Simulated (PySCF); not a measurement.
# Correlation energy of Ne(2+) (neon, charge +2)

[He] 2s1 2p4 3d1, one real determinant (an excited configuration). Computed with PySCF 2.14 in dyall-av2z (11s7p2d, 42 functions), with the non-relativistic Hamiltonian (point nucleus). Frozen: 1s2; 6 electrons correlated; the 8 highest virtual orbitals of each spin left out.

| level | correlation energy (mhartree) |
| --- | --- |
| CCSD | -113.33 |
| (T) | -5.87 |
| CCSD(T) | -119.20 |

Diagnostics: T1 = 0.0018, D1 = 0.0043, largest double amplitude 0.211.

The real determinant used has ⟨L²⟩ near 8 against 12 for a pure F term, so it mixes terms. The outer electron is Rydberg-like, and this basis confines it to a smaller radius and binds it less than a complete one would. A double-excitation amplitude exceeds 0.15, a sign of near-degeneracy.

Cost of the coupled-cluster step: of the order of 1 core-seconds, for 6 correlated electrons.

Iterations:

```
CC2 = 0
CCSD nocc = (np.int64(5), np.int64(1)), nmo = (33, 33)
frozen orbitals [[0, 34, 35, 36, 37, 38, 39, 40, 41], [0, 34, 35, 36, 37, 38, 39, 40, 41]]
max_cycle = 100
direct = 0
conv_tol = 1e-08
conv_tol_normt = 1e-06
diis_space = 8
diis_start_cycle = 0
Init t2, MP2 energy = -0.0903049043465727
Init E_corr(UCCSD) = -0.0903049043711832
cycle = 1  E_corr(UCCSD) = -0.101553615958503  dE = -0.0112487116  norm(t1,t2) = 0.0279402
cycle = 2  E_corr(UCCSD) = -0.104347186475852  dE = -0.00279357052  norm(t1,t2) = 0.0184019
cycle = 3  E_corr(UCCSD) = -0.107080389988279  dE = -0.00273320351  norm(t1,t2) = 0.015931
cycle = 4  E_corr(UCCSD) = -0.110923639596059  dE = -0.00384324961  norm(t1,t2) = 0.0135652
cycle = 5  E_corr(UCCSD) = -0.113357535516018  dE = -0.00243389592  norm(t1,t2) = 0.00547879
cycle = 6  E_corr(UCCSD) = -0.11323254145106  dE = 0.000124994065  norm(t1,t2) = 0.000869494
cycle = 7  E_corr(UCCSD) = -0.113359126389178  dE = -0.000126584938  norm(t1,t2) = 0.000256007
cycle = 8  E_corr(UCCSD) = -0.113324458039934  dE = 3.46683492e-05  norm(t1,t2) = 6.83149e-05
cycle = 9  E_corr(UCCSD) = -0.113329718234679  dE = -5.26019474e-06  norm(t1,t2) = 1.21197e-05
cycle = 10  E_corr(UCCSD) = -0.113329681044391  dE = 3.71902876e-08  norm(t1,t2) = 9.97267e-07
cycle = 11  E_corr(UCCSD) = -0.113329721149504  dE = -4.01051125e-08  norm(t1,t2) = 2.6216e-07
cycle = 12  E_corr(UCCSD) = -0.113329720613738  dE = 5.35765987e-10  norm(t1,t2) = 4.55534e-08
UCCSD converged
E(UCCSD) = -123.4228009750366  E_corr = -0.1133297206137375
UCCSD(T) correction = -0.00586822381487643
```

The reference is one real determinant that mixes LS terms of this configuration.
